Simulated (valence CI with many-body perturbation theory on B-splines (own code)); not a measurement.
# E1 transitions of Au⁶⁶⁺

Method: relativistic CI+MBPT: three valence electrons over a frozen Dirac-Fock core [Ne], radial functions for each j: 11 s, 11 p, 9 d, 7 f, 5 g, 2 h, 1 i, with the one-electron correlation potential Σ1 (screened to all orders), the two-electron term Σ2, the three-electron term Σ3, Breit, model QED; selected single and double excitations, second order for the rest (own B-spline code, finite nucleus).

The last digits are not significant, and no measured levels were compared; by estimate large intervals hold to a few tenths of a per cent, small ones and those within an open d or f shell to about a per cent.

Lines 201 to 250 of 275 in falling wavelength, among levels below 134.20 Ry, chosen from the strongest by gf and those to the six lowest levels. Wavelengths and rates use the calculated energies. Electric multipoles are in the length gauge, E1 and E2 with the static RPA response of the core. Weak lines are less certain than strong ones. Lines between different terms over intervals too small for the method are left out, as are lines whose strength nearly cancels. The highest levels of a list are the least certain.

Levels are named by their leading jj configuration (3d3/2^4 stands for four electrons in 3d with j = 3/2), which in mixed levels can hold well under half, so a name can repeat and another be missing. Letters in brackets count levels of one name in rising energy.

| λ vac (nm) | Upper | Lower | A (s⁻¹) | S (a.u.) |
| --- | --- | --- | --- | --- |
| 1.643 | (3s 3d3/2 3d5/2) J=1/2 | (3s 3p1/2 3d5/2) J=3/2 | 5.39e+12 | 2.36e-02 |
| 1.639 | (3s 3p3/2 3d3/2) J=5/2 [b] | (3s 3p1/2 3p3/2) J=3/2 [b] | 1.13e+12 | 1.48e-02 |
| 1.634 | (3s 3d3/2^2) J=3/2 | (3s 3p1/2 3d3/2) J=3/2 [b] | 3.14e+12 | 2.71e-02 |
| 1.626 | (3s 3d3/2^2) J=5/2 | (3s 3p1/2 3d3/2) J=5/2 | 3.07e+12 | 3.91e-02 |
| 1.624 | (3s 3p3/2 3d3/2) J=1/2 [b] | (3s 3p1/2 3p3/2) J=3/2 [b] | 3.98e+10 | 1.68e-04 |
| 1.619 | (3s 3p3/2 3d3/2) J=3/2 [b] | (3s 3p1/2 3p3/2) J=5/2 | 6.85e+08 | 5.74e-06 |
| 1.610 | (3s 3d3/2 3d5/2) J=5/2 [b] | (3s 3p1/2 3d5/2) J=5/2 [a] | 2.83e+11 | 3.50e-03 |
| 1.604 | (3s 3d3/2^2) J=3/2 | (3s 3p1/2 3d3/2) J=3/2 [a] | 4.24e+11 | 3.46e-03 |
| 1.592 | (3s 3p3/2 3d3/2) J=5/2 [b] | (3s 3p1/2 3p3/2) J=5/2 | 4.73e+11 | 5.65e-03 |
| 1.578 | (3s 3p3/2 3d3/2) J=3/2 [b] | (3s 3p1/2 3p3/2) J=3/2 [a] | 7.86e+10 | 6.10e-04 |
| 1.553 | (3s 3p3/2 3d3/2) J=5/2 [b] | (3s 3p1/2 3p3/2) J=3/2 [a] | 1.65e+10 | 1.83e-04 |
| 1.540 | (3s 3p3/2 3d3/2) J=1/2 [b] | (3s 3p1/2 3p3/2) J=3/2 [a] | 5.19e+09 | 1.87e-05 |
| 1.516 | (3s 3p3/2 3d5/2) J=5/2 [a] | (3s 3p1/2 3p3/2) J=3/2 [b] | 5.94e+10 | 6.12e-04 |
| 1.492 | (3s 3p3/2 3d5/2) J=3/2 [a] | (3s 3p1/2 3p3/2) J=3/2 [b] | 1.31e+11 | 8.62e-04 |
| 1.476 | (3s 3p3/2 3d5/2) J=5/2 [a] | (3s 3p1/2 3p3/2) J=5/2 | 1.26e+11 | 1.20e-03 |
| 1.461 | (3s 3p3/2 3d5/2) J=7/2 [a] | (3s 3p1/2 3p3/2) J=5/2 | 1.18e+11 | 1.45e-03 |
| 1.454 | (3s 3p3/2 3d5/2) J=3/2 [a] | (3s 3p1/2 3p3/2) J=5/2 | 8.02e+08 | 4.86e-06 |
| 1.449 | (3s 3p1/2 3d5/2) J=3/2 | (3s 3p1/2^2) J=1/2 | 3.81e+11 | 2.29e-03 |
| 1.446 | (3s 3p3/2 3d5/2) J=1/2 | (3s 3p1/2 3p3/2) J=3/2 [b] | 1.17e+11 | 3.48e-04 |
| 1.442 | (3s 3p3/2 3d5/2) J=5/2 [a] | (3s 3p1/2 3p3/2) J=3/2 [a] | 2.50e+09 | 2.22e-05 |
| 1.425 | (3s 3p3/2 3d5/2) J=3/2 [b] | (3s 3p1/2 3p3/2) J=3/2 [b] | 1.33e+08 | 7.59e-07 |
| 1.425 | (3s 3p3/2 3d5/2) J=7/2 [b] | (3s 3p1/2 3p3/2) J=5/2 | 4.85e+10 | 5.53e-04 |
| 1.422 | (3s 3p3/2 3d5/2) J=5/2 [b] | (3s 3p1/2 3p3/2) J=3/2 [b] | 6.84e+10 | 5.82e-04 |
| 1.420 | (3s 3p3/2 3d5/2) J=3/2 [a] | (3s 3p1/2 3p3/2) J=3/2 [a] | 5.50e+10 | 3.11e-04 |
| 1.390 | (3s 3p3/2 3d5/2) J=3/2 [b] | (3s 3p1/2 3p3/2) J=5/2 | 5.23e+10 | 2.77e-04 |
| 1.387 | (3s 3p3/2 3d5/2) J=5/2 [b] | (3s 3p1/2 3p3/2) J=5/2 | 3.07e+10 | 2.42e-04 |
| 1.378 | (3s 3p3/2 3d5/2) J=1/2 | (3s 3p1/2 3p3/2) J=3/2 [a] | 7.63e+08 | 1.97e-06 |
| 1.360 | (3s 3p3/2 3d5/2) J=3/2 [b] | (3s 3p1/2 3p3/2) J=3/2 [a] | 2.63e+09 | 1.31e-05 |
| 1.356 | (3s 3p3/2 3d5/2) J=5/2 [b] | (3s 3p1/2 3p3/2) J=3/2 [a] | 2.03e+10 | 1.50e-04 |
| 1.150 | (3p1/2 3p3/2 3d3/2) J=5/2 [a] | (3s^2 3p3/2) J=3/2 | 1.64e+08 | 7.41e-07 |
| 1.141 | (3p1/2 3p3/2 3d3/2) J=3/2 [a] | (3s^2 3p3/2) J=3/2 | 6.82e+05 | 2.00e-09 |
| 1.138 | (3p1/2 3p3/2 3d3/2) J=1/2 [a] | (3s^2 3p3/2) J=3/2 | 1.11e+07 | 1.62e-08 |
| 1.120 | (3p1/2^2 3d3/2) J=3/2 | (3s^2 3p1/2) J=1/2 | 5.18e+08 | 1.44e-06 |
| 1.115 | (3p1/2 3d3/2^2) J=5/2 | (3s 3p1/2 3p3/2) J=3/2 [b] | 1.51e+09 | 6.20e-06 |
| 1.107 | (3p1/2 3p3/2 3d3/2) J=3/2 [b] | (3s^2 3p3/2) J=3/2 | 2.10e+07 | 5.62e-08 |
| 1.106 | (3p1/2 3p3/2 3d3/2) J=5/2 [b] | (3s^2 3p3/2) J=3/2 | 6.76e+08 | 2.71e-06 |
| 1.102 | (3p1/2 3p3/2 3d3/2) J=1/2 [b] | (3s^2 3p3/2) J=3/2 | 1.23e+05 | 1.63e-10 |
| 1.093 | (3p1/2 3d3/2^2) J=5/2 | (3s 3p1/2 3p3/2) J=5/2 | 3.20e+08 | 1.24e-06 |
| 1.079 | (3s 3d3/2^2) J=3/2 | (3s^2 3p3/2) J=3/2 | 5.07e+07 | 1.26e-07 |
| 1.074 | (3p1/2 3d3/2^2) J=5/2 | (3s 3p1/2 3p3/2) J=3/2 [a] | 1.29e+08 | 4.74e-07 |
| 1.065 | (3s 3d3/2^2) J=5/2 | (3s^2 3p3/2) J=3/2 | 1.85e+09 | 6.60e-06 |
| 1.047 | (3p1/2 3p3/2^2) J=3/2 | (3s 3p1/2^2) J=1/2 | 3.55e+08 | 8.04e-07 |
| 1.046 | (3s 3d3/2^2) J=1/2 | (3s^2 3p3/2) J=3/2 | 2.61e+07 | 2.95e-08 |
| 1.032 | (3s 3p3/2^2) J=1/2 | (3s^2 3p1/2) J=1/2 | 8.93e+09 | 9.68e-06 |
| 1.031 | (3p1/2 3p3/2^2) J=1/2 | (3s 3p1/2^2) J=1/2 | 6.58e+09 | 7.12e-06 |
| 1.025 | (3s 3p3/2^2) J=3/2 | (3s^2 3p1/2) J=1/2 | 2.96e+09 | 6.30e-06 |
| 1.025 | (3p1/2 3p3/2 3d5/2) J=3/2 [a] | (3s^2 3p3/2) J=3/2 | 7.68e+07 | 1.63e-07 |
| 1.024 | (3s 3p3/2 3d3/2) J=3/2 [a] | (3s 3p1/2^2) J=1/2 | 1.65e+09 | 3.50e-06 |
| 1.022 | (3s 3p3/2 3d3/2) J=1/2 [a] | (3s 3p1/2^2) J=1/2 | 2.59e+09 | 2.73e-06 |
| 1.021 | (3p1/2 3p3/2 3d5/2) J=5/2 [a] | (3s^2 3p3/2) J=3/2 | 2.35e+07 | 7.41e-08 |
